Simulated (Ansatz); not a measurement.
CH5FOSi (`OC(F)[SiH3]`), relaxed with RKS PBE0-D4/def2-TZVP in the Gaussian-basis code of Ansatz from a PBE-D4/def2-SVP geometry. The force threshold is 0.005 eV/Å; the program also tests the step.

Charge 0, multiplicity 1.

Start:

```xyz
9

O     1.634   -0.145    0.000
C     0.445    0.465   -0.358
F     0.359    1.767    0.180
Si   -1.009   -0.555    0.388
H     2.367    0.287   -0.481
H     0.352    0.598   -1.466
H    -0.832   -0.615    1.877
H    -2.298    0.139    0.052
H    -1.020   -1.942   -0.192
```

| step | energy (eV) | largest force (eV/Å) | largest move (Å) |
| --- | --- | --- | --- |
| 1 | -13752.9167 | 0.709 | 0.000 |
| 2 | -13752.9463 | 0.197 | 0.022 |
| 3 | -13752.9490 | 0.063 | 0.013 |
| 4 | -13752.9492 | 0.030 | 0.004 |
| 5 | -13752.9493 | 0.013 | 0.007 |
| 6 | -13752.9493 | 0.008 | 0.008 |
| 7 | -13752.9493 | 0.004 | 0.007 |

End:

```xyz
9

O     1.624   -0.125    0.015
C     0.432    0.460   -0.352
F     0.368    1.766    0.142
Si   -1.009   -0.551    0.394
H     2.348    0.284   -0.472
H     0.350    0.566   -1.443
H    -0.824   -0.638    1.862
H    -2.280    0.143    0.069
H    -1.009   -1.905   -0.215
```

It took 28 s on 2 threads of an Arm Neoverse V1 on a shared host, with 0.32 GiB of host memory at the peak.
